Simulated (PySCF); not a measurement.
**Basis-set dependence of excited states**

Species: BrGeH4N.
InChI=1S/BrGeH4N/c1-2-3/h2-3H2

TDDFT with PBE0 (PySCF), vertical singlets, core orbitals frozen in the response, spherical d and f functions. Isolated species at its PBE0-D3(BJ)/def2-SVP geometry (one conformer only). Relativistic effects, spin–orbit coupling among them, are left out although an element past zinc is present.

Q: How do the low singlets change with the basis? Take 6-31G*, def2-SVP, def2-SVPD, aug-cc-pVDZ, def2-TZVP, def2-TZVPD and aug-cc-pVTZ.

A: 

```tsv
basis	functions	diffuse	S1 (eV)	S2 (eV)	S3 (eV)	S4 (eV)	S5 (eV)	LUMO (eV)	α (au)
6-31G*	86	no	6.50	6.51	6.83	7.07	7.41	0.01	48.0
def2-SVP	98	no	6.61	6.62	6.94	7.22	7.47	0.21	48.7
def2-SVPD	131	yes	6.28	6.32	6.56	6.92	7.00	-0.39	62.7
aug-cc-pVDZ	131	yes	6.18	6.23	6.26	6.70	6.76	-0.49	62.8
def2-TZVP	151	no	6.44	6.46	6.71	7.03	7.24	-0.14	57.4
def2-TZVPD	184	yes	6.29	6.33	6.38	6.85	6.88	-0.38	63.5
aug-cc-pVTZ	256	yes	6.19	6.26	6.30	6.71	6.79	-0.46	63.8
```

States are compared by their number. Against the largest diffuse basis here (aug-cc-pVTZ, itself not a converged limit), sets without diffuse functions differ by up to 0.42 eV in S1 and 0.68 eV in S5; the smaller diffuse sets differ by up to 0.10 and 0.21 eV. S1 is led by HOMO-1→LUMO (99%) in 6-31G* and by HOMO→LUMO+1 (82%) in aug-cc-pVTZ. State by state, the largest deviation of a set without diffuse functions is S1 0.42, S2 0.36, S3 0.64, S4 0.51, S5 0.68 eV. The same number needn't mean the same state in each row. Against aug-cc-pVTZ the polarisability deviates by -25% in 6-31G*, -24% in def2-SVP, -2% in def2-SVPD, -2% in aug-cc-pVDZ, -10% in def2-TZVP, 0% in def2-TZVPD.

Without π bonds the low states are Rydberg-like; a valence basis with one diffuse set may place them up to an eV too high.
